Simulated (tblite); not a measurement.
Compound: phosphorus(iii) oxide, P4O6.
SMILES with atom numbers: `[O:1]1[P:2]2[O:3][P:4]3[O:5][P:6]1[O:7][P:8]([O:9]2)[O:10]3`

All values are computed: GFN2-xTB (tblite) harmonic vibrations without scaling, gas phase. Errors from tens to a few hundred cm⁻¹ against measured bands are possible.

Harmonic wavenumbers (cm⁻¹): 265.2, 265.2, 265.3, 296.7, 296.7, 378.6, 378.6, 378.7, 528.7, 528.8, 528.8, 537.7, 537.8, 537.9, 610.4, 610.4, 617.8, 617.8, 617.8, 661.3, 701.8, 881.8, 881.9, 882.0.

A = 1079, B = 1079, C = 1079 MHz; mass 219.865 u (most abundant isotopes); point group Td, symmetry number 12.

What is the zero-point energy?

½Σν̃ = 6404 cm⁻¹ = 18.31 kcal/mol.

Give the ideal-gas entropy at 298.15 K and 1 bar in the rigid-rotor, harmonic-oscillator model (classical rotation).

Translation 42.09, rotation 24.99, vibration 17.60: S = 84.7 cal/(mol K).

And Cp and H(298.15 K) − H(0)?

Cp = 36.43 cal/(mol K), of which vibrations give 28.48 (their classical limit is 24 R = 47.7); H(298.15 K) − H(0) = 5.89 kcal/mol without the zero-point energy, 3.52 from vibrations.

Which modes carry the vibrational entropy at 298.15 K?

265.2 cm⁻¹: 1.63; 265.2 cm⁻¹: 1.63; 265.3 cm⁻¹: 1.63; 296.7 cm⁻¹: 1.44; 296.7 cm⁻¹: 1.44; 378.6 cm⁻¹: 1.04 cal/(mol K); the other 18 give 8.80 together.

What must be added to the electronic energy to get the Gibbs energy at 298.15 K and 1 bar?

ZPE + [H(298.15 K) − H(0)] − T·S = 18.31 + 5.89 − 25.25 = -1.05 kcal/mol.

How do the functions run with temperature in this model?

| T (K) | S (cal/(mol K)) | Cp (cal/(mol K)) | H − H(0) (kcal/mol) | G − H(0) (kcal/mol) | ln q(vib) |
| --- | --- | --- | --- | --- | --- |
| 50 | 52.9 | 8.2 | 0.40 | -2.25 | 0.00 |
| 100 | 59.6 | 12.2 | 0.89 | -5.07 | 0.11 |
| 373.15 | 93.4 | 41.6 | 8.83 | -26.04 | 4.46 |
| 500 | 106.4 | 46.8 | 14.47 | -38.74 | 7.16 |
| 750 | 126.4 | 51.3 | 26.84 | -67.98 | 12.16 |
| 1000 | 141.5 | 53.1 | 39.92 | -101.54 | 16.50 |

q(vib) and H(0) count from the zero-point level.

Hindered rotation and anharmonicity are outside this model.
